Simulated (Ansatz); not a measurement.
This geometry of Cl3FH3NZr (9 atoms, charge 0, multiplicity 1) is a first-order saddle point.

All numbers below come from RKS BLYP/def2-SVP (Ansatz).

```xyz
9
Properties=species:S:1:pos:R:3
Zr -0.261 0.364 -0.069
F 0.038 1.081 1.719
Cl 1.840 -0.709 -0.324
Cl -0.416 2.430 -1.227
Cl -1.580 -1.026 -1.586
N -2.063 -0.452 1.334
H -2.370 -1.407 1.091
H -2.902 0.143 1.238
H -1.796 -0.424 2.331
```

Q: Which two structures does it join? (They come from a converged band through this point; their orientation in space is the band's.)

A: No bond is made or broken.

First end point:

```xyz
9
Properties=species:S:1:pos:R:3
Zr -0.060 0.013 0.053
F 0.393 -0.189 1.913
Cl 2.152 0.033 -0.835
Cl -0.813 2.173 -0.667
Cl -0.948 -1.907 -1.076
N -2.302 -0.024 1.148
H -2.841 -0.869 0.904
H -2.887 0.786 0.893
H -2.205 -0.015 2.175
```

Last end point:

```xyz
9
Properties=species:S:1:pos:R:3
Zr -0.419 0.582 -0.167
F -0.955 1.951 1.074
Cl 1.189 -1.023 0.596
Cl 0.960 1.920 -1.581
Cl -2.055 -0.162 -1.753
N -1.882 -0.672 1.396
H -1.911 -1.685 1.206
H -2.860 -0.343 1.360
H -1.576 -0.569 2.376
```

Q: How far does it lie above each of them?

A: 0.221 eV above the first and 0.235 eV above the second. This is the barrier of this one path; another mechanism may lie lower.

Run time: 3.7 min on 4 threads of Arm Neoverse V2, on a shared host, peak memory 0.2 GiB.
